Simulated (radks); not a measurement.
The numbers below are computed, except where a source is named.
Removal energies from the krypton ion Kr3+, [Ar] 3d10 4s2 4p3, by Delta-SCF beside the eigenvalue of the level emptied. Level of theory: non-relativistic Kohn-Sham, PBE, spin-polarised, spherical densities, point nucleus (a radial shooting solver on a logarithmic mesh with Libxc functionals). Open shells are filled with parallel spins first.

removed from        final configuration  Delta-SCF (eV)  -eigenvalue (eV)
4p                    [Ar] 3d10 4s2 4p2          50.986            44.616
4s                    [Ar] 3d10 4s1 4p3          62.240            55.707
3d                     [Ar] 3d9 4s2 4p3          137.92            123.06
3p            [Ne] 3s2 3p5 3d10 4s2 4p3          247.78            232.92
